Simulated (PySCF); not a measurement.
# Name the molecule from its bond curve

A diatomic of charge 0 contains As. Its triplet curve at PBE0 in a triple-zeta basis (no relativity, PySCF), in eV from the separated fragments:

R (Å), E (eV) and a bar:
```
    1.317     -2.345 #####################
    1.379     -2.645 ##########
    1.440     -2.818 ###
    1.486     -2.881 #
    1.532     -2.900 
    1.578     -2.883 #
    1.639     -2.814 ###
    1.716     -2.675 #########
    1.808     -2.454 #################
    1.930     -2.107 ##############################
```

The fit gives ωe = 2172 cm⁻¹ and the rotational constant Bₑ = 7.230 cm⁻¹.

Problem. Which atom is the partner?

Solution. The minimum lies at 1.531 Å, so the reduced mass is 16.8576 u Å² cm⁻¹/(Bₑ·Re²) = 0.9947 u. With As at 74.92 u the partner weighs about 1.0 u: H. The molecule is AsH.

Spin–orbit coupling is left out. The state was picked by a PBE0 search and need not be the measured ground state.
